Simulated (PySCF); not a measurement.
**Ionisation energy of Sb⁺ by level of theory**

Sb⁺ [Kr] 4d10 5s2 5p2 (3P) → Sb²⁺ [Kr] 4d10 5s2 5p1 (2P), as a difference of total energies. Calculation: PySCF 2.14, in cc-pVTZ-PP with ECP28MDF; scalar relativity through the core potential. Correlated levels: valence: 4s2 4p6 4d10 frozen. The calculations carry no spin-orbit coupling.

```tsv
method	ionisation energy (eV)	difference from reference (eV)
UHF	16.004	-0.622
BP86	16.593	-0.033
PBE0	16.532	-0.094
MP2 (valence)	16.320	-0.306
SCS-MP2 (valence)	16.258	-0.368
CCSD (valence)	16.356	-0.270
CCSD(T) (valence)	16.377	-0.249
```

Reference: 16.626 ± 0.025 eV (measured; NIST Atomic Spectra Database, ionization energies).

The reference lies between the lowest fine-structure levels, while these numbers refer to the centres of the terms.

Errors of the correlated levels include the incompleteness of this basis and the frozen core.
